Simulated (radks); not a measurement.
Question: Cu2+, configuration [Ar] 3d(up 4.875, down 4.125) (fractional occupations, a model configuration). All-electron calculation, scalar-relativistic Kohn-Sham, PBE, spin-polarised, spherical densities, finite nucleus; Fermi nuclear charge, rms radius 3.8823 fm. Program: a radial shooting solver on a logarithmic mesh with Libxc functionals. Some entries of the table are withheld. Estimate them.

orbital,occ.,eigenvalue (eV),<r> (bohr),<1/r> (bohr^-1)
1s down,1,-8876.729,0.05213,29.16
1s up,1,-8876.728,0.05213,29.16
2s up,1,-1088.403,0.2352,6.327
2s down,1,-1087.958,0.2352,6.329
2p up,3,-942.8429,(1),6.209
2p down,3,-942.5096,(2),6.210
3s up,1,-140.7017,0.7097,2.002
3s down,1,-139.8329,0.7102,2.000
3p up,3,(3),0.7446,1.851
3p down,3,(4),0.7454,1.849
3d up,4.875,-30.0066,0.9187,1.462
3d down,4.125,-29.2204,0.9263,1.454

Answer: 
(1) 2p up <r> (bohr): 0.2065
(2) 2p down <r> (bohr): 0.2064
(3) 3p up eigenvalue (eV): -98.0283
(4) 3p down eigenvalue (eV): -97.1762
